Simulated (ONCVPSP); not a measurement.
# LDA (Perdew-Zunger) ONCV dataset for hafnium (Hf), scalar-relativistic all-electron reference.

| Item | Value |
| --- | --- |
| Element | hafnium (Hf) |
| Generator | ONCVPSP 4.0.1 |
| Type | optimised norm-conserving Vanderbilt (ONCV) |
| Functional | LDA (Perdew-Zunger) |
| Relativity | scalar-relativistic |
| Frozen core | [Kr] 4d10 4f14 |
| Valence charge | 12 |
| Reference configuration | 5s2 5p6 5d2 6s2 |
| Partial waves | 5s+6s: rc 1.85 bohr, ncon 3, nbas 7, qcut 5.4 1/bohr, 2 projectors; 5p: rc 1.45 bohr, ncon 4, nbas 7, qcut 6.8 1/bohr, 1 projector; 5d: rc 2.00 bohr, ncon 4, nbas 7, qcut 5.1 1/bohr, 3 projectors, debl 2.5 Ha |
| Local potential | polynomial inside 1.35 bohr (lpopt 3, dvloc0 2 Ha) |
| Core correction | Teter function, fcfact 4.5, rcfact 1.7 |

**Question.** Does the generator finish with these settings?

**Answer.** Yes, a potential is produced and its reference levels are reproduced.

**Question.** Estimate the cutoffs (Ha) at which the residual kinetic energy of the hardest occupied pseudo-wave falls to 1 and 0.1 mHa per electron.

**Answer.** 23 Ha and 63 Ha.

**Question.** What does a ghost test show?

**Answer.** No bound ghost flagged; no localised positive-energy state flagged.

**Question.** Which valence shell sets the plane-wave cutoff?

**Answer.** 5p: 23 Ha for 1 mHa per electron, against 11 Ha for 5d.

Its largest configuration-test error is -192 meV (5s2 5p5 5d2 6s2). 1 of 4 tests not solved or not reliable.
